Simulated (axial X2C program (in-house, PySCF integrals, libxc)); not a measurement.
# Working with the constants of AsP⁻

A bond curve at the PW91 level, with spin–orbit coupling, was computed with an in-house relativistic program for diatomic molecules (basis As dyall-acv3z [10s10p7d5f1g], P dyall-av3z [9s8p3d2f] (cores contracted in-house)) for the state Ω = 1/2 (⟨Sz⟩ = -0.50, ⟨Lz⟩ = 1.00 at PW91). Its fit gives Re = 2.1057 Å, ωe = 502.6 cm⁻¹, ωexe = 1.5 cm⁻¹ and αe = 7.449e-04 cm⁻¹; the masses are 74.9216 and 30.9738 u. Two-component means X2C with spin–orbit coupling and atomic mean-field Coulomb and Gaunt terms.

**Question.** Find the reduced mass, Be and the force constant.

**Answer.** From the PW91 values: μ = 21.9141 u. Be = 16.8576/(μ Re²) = 0.1735 cm⁻¹. k = 5.8918×10⁻⁷ μ ωe² = 3.26 mdyn/Å.

**Question.** Estimate the centrifugal constant by the Kratzer relation.

**Answer.** D = 4Be³/ωe² = 8.27e-08 cm⁻¹.

**Question.** Where do the fundamental and the first overtone lie?

**Answer.** ν(1←0) = ωe − 2ωexe = 499.6 cm⁻¹; ν(2←0) = 2ωe − 6ωexe = 996.2 cm⁻¹.

**Question.** Estimate De from a Morse curve and compare with the computed well depth of 4.575 eV to As + P-.

**Answer.** De(Morse) = ωe²/(4ωexe) = 5.220 eV against 4.575 eV computed, a ratio of 1.14. For De the Morse form works well here.

**Question.** A Morse curve ties αe to the other constants (Pekeris). How well does that hold?

**Answer.** αe(Morse) = 6Be²/ωe × (√(ωexe/Be) − 1) = 6.972e-04 cm⁻¹; the PW91 curve gives 7.449e-04 cm⁻¹, a ratio of 0.94.

The state is a single determinant with fixed occupations, the lowest that a limited PBE0 search found. De is counted from the lowest determinant-based energies of the atoms at the same level, without counterpoise correction. Density functionals use the spin component along the axis (collinear). The 2c atoms are single determinants rather than J levels; their spin–orbit lowering is only partly caught, and De is too large by that part. This holds for PW91. Without a current term, density functionals place determinants with orbital angular momentum somewhat too high. The highest occupied level of some functionals is positive through self-interaction error; at Hartree–Fock it is bound.
